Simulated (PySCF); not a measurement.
CH16Ge7N2, SMILES `N#[C][GeH2][GeH2][GeH2][GeH2][GeH2][GeH2][GeH2][NH2]` (charge 0, multiplicity 1), TPSSh-D3(BJ)/def2-TZVP // PBE0-D3(BJ)/def2-SVP run with PySCF 2.14.0. The run hit its time limit unfinished.

```python
import json, numpy as np
from pyscf import gto, dft
from fastk import lowrank_exchange
atoms = """
N      6.011440    -0.896806     2.531385
C      6.032428    -0.212445     1.594933
Ge     5.986041     0.921461     0.033368
Ge     3.674082     1.184846    -0.650510
Ge     3.510801     2.627504    -2.595084
Ge     1.210089     2.842278    -3.335407
Ge     1.030309     4.271791    -5.287059
Ge    -1.251167     4.389069    -6.104154
Ge    -1.412415     5.765432    -8.092624
N     -3.192503     5.866163    -8.560905
H      6.846674     0.217017    -1.025229
H      6.642308     2.244493     0.453462
H      2.891687     1.782384     0.533153
H      3.110304    -0.212772    -0.965774
H      4.087694     4.011899    -2.235235
H      4.376807     2.034187    -3.725292
H      0.369172     3.418613    -2.178066
H      0.667721     1.435499    -3.660256
H      1.535658     5.681401    -4.915728
H      1.956928     3.718244    -6.389816
H     -2.135486     4.975204    -4.982642
H     -1.747930     2.959621    -6.396508
H     -0.732973     7.133601    -7.815973
H     -0.683629     5.096268    -9.273358
H     -3.782386     6.282096    -7.844240
H     -3.361329     6.360516    -9.434354
"""
def scf(charge, spin, dm0=None):
    mol = gto.M(atom=atoms, basis='def2-tzvp', ecp={}, charge=charge, spin=spin, verbose=4, max_memory=5040)
    mf = dft.KS(mol, xc='tpssh').density_fit(auxbasis="def2-universal-jkfit")
    mf.disp = 'd3bj'
    mf.grids.level = 3
    mf.conv_tol = 1e-8
    mf.max_cycle = 60
    mf.kernel(dm0)
    if not mf.converged:
        mf = mf.newton().run(mf.mo_coeff, mf.mo_occ).undo_soscf()
    return mf
mf = scf(0, 0)
lowrank_exchange(mf)  # same exchange matrices as the stock routine, built faster for response steps
e, occ = np.ravel(mf.mo_energy), np.ravel(mf.mo_occ)
ev = 27.211386245988
occupied, empty = np.sort(e[occ > 0]) * ev, np.sort(e[occ == 0]) * ev
print("highest occupied levels (eV):", np.round(occupied[-6:], 3))
print("lowest empty levels (eV):", np.round(empty[:6], 3))
res = dict(converged=bool(mf.converged), energy=mf.e_tot, dispersion=float(mf.get_dispersion()) if mf.do_disp() else 0.0, nlc=bool(mf.do_nlc()), nao=mf.mol.nao, cycles=mf.cycles,
           occupied=occupied[-8:].tolist(), empty=empty[:8].tolist(), dipole=mf.dip_moment().tolist(), s2=float(mf.spin_square()[0]),
           mulliken=mf.mulliken_pop(verbose=3)[1].tolist(), meta_lowdin=mf.mulliken_meta(verbose=3)[1].tolist())
mf.grids = dft.gen_grid.Grids(mf.mol).set(level=2).build()  # coarser grid for the response steps
res["stable_to_uks"] = bool(mf.stability(internal=False, external=True, return_status=True)[3])
for singlet, n in ((True, 6), (False, 3)):
    td = mf.TDA(); td.singlet = singlet; td.nstates = n; td.conv_tol = 1e-4; td.kernel(); td.analyze(verbose=3)
    res["singlets" if singlet else "triplets"] = dict(e=(td.e * ev).tolist(), converged=np.ravel(td.converged).tolist(), f=td.oscillator_strength().tolist() if singlet else None)
dm = mf.make_rdm1()
res["vertical"] = []
for charge, spin in [(1, 1)]:
    ion = scf(charge, spin, np.array([dm / 2, dm / 2]) if dm.ndim == 2 else dm.sum(0))
    res["vertical"].append(dict(charge=charge, spin=spin, energy=ion.e_tot, converged=bool(ion.converged), s2=float(ion.spin_square()[0]), homo=float(np.ravel(ion.mo_energy)[np.ravel(ion.mo_occ) > 0].max() * ev)))
json.dump(res, open("result.json", "w"))
```

The last lines of the output:

```
charge of   15H =      0.01299
charge of   16H =      0.01140
charge of   17H =      0.01256
charge of   18H =      0.00887
charge of   19H =      0.00899
charge of   20H =      0.00224
charge of   21H =      0.01065
charge of   22H =     -0.03085
charge of   23H =     -0.00983
charge of   24H =      0.23878
charge of   25H =      0.23803
 ** Mulliken atomic charges  **
charge of    0N =     -0.18850
charge of    1C =     -0.11701
charge of    2Ge =      0.32261
charge of    3Ge =      0.10253
charge of    4Ge =      0.09013
charge of    5Ge =      0.09859
charge of    6Ge =      0.09123
charge of    7Ge =      0.07317
charge of    8Ge =      0.44030
charge of    9N =     -0.68845
charge of   10H =     -0.03871
charge of   11H =     -0.03885
charge of   12H =     -0.03552
charge of   13H =     -0.03571
charge of   14H =     -0.04442
charge of   15H =     -0.04467
charge of   16H =     -0.04436
charge of   17H =     -0.04425
charge of   18H =     -0.04593
charge of   19H =     -0.04666
charge of   20H =     -0.04801
charge of   21H =     -0.04170
charge of   22H =     -0.09617
charge of   23H =     -0.06749
charge of   24H =      0.22332
charge of   25H =      0.22451
tot grids = 210416
rhf_real2complex: lowest eigs of H = [0.78977161 0.78990618 0.79248193]
<class 'pyscf.df.df_jk.DFRKS'> wavefunction is stable in the real -> complex stability analysis
rhf_external: lowest eigs of H = [0.13431965 0.14737812 0.16635484]
<class 'pyscf.df.df_jk.DFRKS'> wavefunction is stable in the RHF/RKS -> UHF/UKS stability analysis

******** <class 'pyscf.tdscf.rks.TDA'> for <class 'pyscf.df.df_jk.DFRKS'> ********
nstates = 6 singlet
deg_eia_thresh = 1.000e-03
wfnsym = None
conv_tol = 0.0001
eigh lindep = 1e-12
eigh level_shift = 0
eigh max_cycle = 100

Excitation energies (eV)
[4.77181721 5.19274557 5.68202521 5.80513894 5.82122114 5.89903571]

** Singlet excitation energies and oscillator strengths **
Excited State   1:      4.77182 eV    259.83 nm  f=0.2139
Excited State   2:      5.19275 eV    238.76 nm  f=2.1192
Excited State   3:      5.68203 eV    218.20 nm  f=0.0215
Excited State   4:      5.80514 eV    213.58 nm  f=0.0325
Excited State   5:      5.82122 eV    212.99 nm  f=0.0017
Excited State   6:      5.89904 eV    210.18 nm  f=0.0014

******** <class 'pyscf.tdscf.rks.TDA'> for <class 'pyscf.df.df_jk.DFRKS'> ********
nstates = 3 triplet
deg_eia_thresh = 1.000e-03
wfnsym = None
conv_tol = 0.0001
eigh lindep = 1e-12
eigh level_shift = 0
eigh max_cycle = 100
```
